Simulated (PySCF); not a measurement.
Compound: C₃H₁₀PSi₂ (doublet state).
Geometry (GFN2-xTB, Å), atoms numbered from 1 in this order:
```xyz
16
C3H10PSi2 angstrom
C      3.120   -0.497    0.594
C      1.999   -0.376   -0.166
C      0.781    0.114    0.303
Si    -0.766    0.268   -0.707
Si    -2.441   -1.229   -0.055
P     -1.627    2.357   -0.518
H      4.042   -0.871    0.188
H      3.121   -0.218    1.634
H      2.047   -0.670   -1.207
H      0.753    0.399    1.349
H     -0.420    0.162   -2.136
H     -3.375   -1.518   -1.145
H     -1.854   -2.503    0.363
H     -3.228   -0.716    1.069
H     -1.754    2.311    0.858
H     -0.406    2.996   -0.434
```

The hyperfine couplings belong to this conformer and change with its torsions.

Identity: `C=C[CH][Si@@H]([SiH3])P` [radical].

The calculation used UKS B3LYP, pcH-1 on C H P Si, non-relativistic, mean-field spin-orbit, GIAO (PySCF 2.14.0). Geometry: GFN2-xTB, one conformer, isolated molecule. Couplings are sensitive to structure, and on GFN2-xTB geometries they can be far from those on DFT ones. Stability of the SCF solution: not tested. ⟨S²⟩ is 0.774 where a pure state has 0.75.

(1) Break the g tensor into its mass correction, gauge correction and orbital-Zeeman/spin–orbit terms.

(2) What effective moment and Curie constant follow for a powder?

(3) How much does each term add to the isotropic shift?

(4) What are the electron Larmor frequencies g μB B/h along the three axes at 340 mT?

(5) In a frozen sample, at which fields do the three g values resonate at 9.5, 34, 94 and 263 GHz (hyperfine left aside), and which band first spreads them over more than twice a line width of 0.5 mT?

Results:

(1) 
```csv
Δg (ppm),1,2,3
relativistic mass correction,-138,-138,-138
gauge correction,13,7,33
orbital Zeeman/spin–orbit,-467,157,590
total,-592,25,485
```

So g = 2.00173, 2.00234, 2.00280 and g_iso = 2.00229; the tensor is rhombic: the two nearest values differ by 43 % of g3 − g1. 

(2) With the mean of g² = 4.0092 and S(S+1) = 0.75: μ_eff = √(⟨g²⟩S(S+1)) = 1.734 μB and χT = 0.12505·⟨g²⟩·S(S+1) = 0.376 cm³ K/mol (cgs; spin-Hamiltonian part alone).

(3) The mass correction -138, the orbital-Zeeman/spin–orbit term 93 and the gauge correction 18 ppm, for a total of -28 ppm. The mass correction is the largest in size. The mass correction is the same along every axis, so the anisotropy comes from the other two: their spans along these axes are 26 (gauge) and 1057 ppm (orbital Zeeman/spin–orbit).

(4) 9.5257, 9.5286, 9.5308 GHz for g1, g2 and g3, a range of 5.1 MHz.

(5) 
```
band    GHz  B(g3) mT  B(g2) mT  B(g1) mT  spread mT
   X    9.5    338.90    338.98    339.08       0.18
   Q   34.0   1212.91   1213.19   1213.56       0.65
   W   94.0   3353.34   3354.11   3355.15       1.80
   J  263.0   9382.22   9384.38   9387.27       5.05
```

The spread grows in proportion to the frequency. W band is the first where it exceeds 1.0 mT.

The Mulliken spin populations are largest on C3 (+0.66), C1 (+0.62) and C2 (-0.25). The angles at C3 add up to 360.0°, so it is planar; its axial dipolar tensor and the negative coupling of its proton fit spin in a p orbital normal to that plane.

The HOMO–LUMO gaps are 5.47 eV among the α and 4.23 eV among the β orbitals.
